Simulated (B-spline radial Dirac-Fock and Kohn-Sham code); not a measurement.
What relativity does to the binding energies of W⁶⁹⁺

System: the W⁶⁹⁺ ion, configuration 1s2 2s2 2p1.

Both columns are ΔSCF binding energies of the configuration average from a radial B-spline solver: non-relativistic Hartree-Fock with a point nucleus, and Dirac-Fock with a finite nucleus and the Coulomb interaction alone, averaged over the two j levels with weights 2j+1.

```csv
shell,Hartree-Fock (eV),Dirac-Fock (eV),shift (eV),shift (%)
1s,72002.9,78050.8,+6047.95,+8.40
2s,17246.0,19068.7,+1822.69,+10.57
2p,17113.5,17872.0,+758.51,+4.43
```

Relativity binds 1s, 2s, 2p more strongly, among those listed most of all 2s in relative terms.

Values without a named source are computed, but for edge energies of neutral atoms, which are taken from tables.
